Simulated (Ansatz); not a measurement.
Basis-set extrapolation for CH3FSSi (`F[SiH2]C=S`) (PBE0-D4/def2-TZVP geometry, frozen core, the Gaussian-basis code of Ansatz). Multiplicity 1, RHF reference.

|  | def2-TZVPP | def2-QZVPP |
| --- | --- | --- |
| HF | -825.635150 | -825.662236 |
| MP2 correlation | -0.697568 | -0.756593 |
| CCSD(T) correlation | -0.763369 | not run |

Energies in hartree. Use E(X) = E(∞) + A·exp(−7.88·√X) for Hartree–Fock and E(X) = E(∞) + B·X^(−2.97) for correlation, with X = 3 and 4, and add CCSD(T) minus MP2 of the smaller set to the MP2 limit.

Problem. What is the CCSD(T) energy at the basis-set limit?

Solution. HF limit: -825.662236 + (-0.027086) × 0.13774 = -825.66597. MP2 limit: -0.756593 + (-0.059025) × 0.74074 = -0.80032. Higher-order term: -0.763369 − (-0.697568) = -0.06580. Total: -826.53209 hartree, 350.7 kJ/mol below CCSD(T)/def2-TZVPP.
